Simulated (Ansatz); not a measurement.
CdMe(OH) (CH₄CdO) was relaxed with r2SCAN-D4 (def2-TZVP) in Ansatz in these states: charge +1 doublet, neutral singlet. The geometries follow in no particular order.

In the def2 sets Cd takes a core potential; there is no spin–orbit coupling.

A:

Cartesian coordinates in Å:
```
Cd -0.291 -0.666 0.040
C 0.400 1.298 0.108
H 0.823 1.577 -0.858
H 1.168 1.397 0.875
H -0.428 1.970 0.341
O -1.030 -2.498 0.079
H -0.641 -3.078 -0.585
```

B:

```xyz
7

Cd    0.531    0.007    0.596
C    -1.008   -0.714   -0.786
H    -0.399   -1.237   -1.520
H    -1.495    0.194   -1.130
H    -1.584   -1.334   -0.101
O     1.629    1.286    1.694
H     2.325    1.798    1.246
```

Q: Judge from the bond lengths which geometry belongs to which state (an estimate).

A: A is the neutral singlet (Cd1–C2 2.083 Å, Cd1–O6 1.977 Å, O6–H7 0.963 Å); B is the charge +1 doublet (Cd1–C2 2.190 Å, Cd1–O6 2.011 Å, O6–H7 0.973 Å).
